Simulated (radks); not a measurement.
Results of a calculation; reference values are marked as such.
Species: Pm VI. Configuration: [Kr] 4d10 4f3 5s2 5p5.

Code: a radial shooting solver on a logarithmic mesh with Libxc functionals. Model: scalar-relativistic Kohn-Sham, PBE, spin-unpolarised, spherical densities, point nucleus.

Energy parts (eV):
part                      energy
total                 -272521.74
kinetic                290711.17
electron-nucleus      -658901.28
Hartree                101824.91
exchange-correlation    -6156.53

Orbitals (lengths in bohr, moments of r in powers of bohr; r(max) is where P^2 peaks):
\begin{tabular}{lrrrr}
orbital & occ. & eigenvalue (eV) & r(max) & <r^4> \\ \hline
1s & 2 & -45092.39 & 0.01479 & 1.417e-06 \\
2s & 2 & -7389.257 & 0.08379 & 0.0002296 \\
2p & 6 & -6605.646 & 0.06762 & 0.0001697 \\
3s & 2 & -1666.728 & 0.2386 & 0.009081 \\
3p & 6 & -1420.729 & 0.2338 & 0.009495 \\
3d & 10 & -1083.644 & 0.1919 & 0.007713 \\
4s & 2 & -386.1194 & 0.5511 & 0.2242 \\
4p & 6 & -304.9983 & 0.5747 & 0.2914 \\
4d & 10 & -190.2996 & 0.5994 & 0.4578 \\
5s & 2 & -99.6291 & 1.247 & 5.904 \\
5p & 5 & -77.6760 & 1.381 & 9.520 \\
4f & 3 & -66.5577 & 0.6128 & 1.765 \\
\end{tabular}

The highest occupied level is 4f at -66.558 eV. Summed over all electrons, <r^2> = 29.75 bohr^2, which gives a Langevin (diamagnetic) susceptibility term of -23.6 x 10^-6 cm^3/mol.
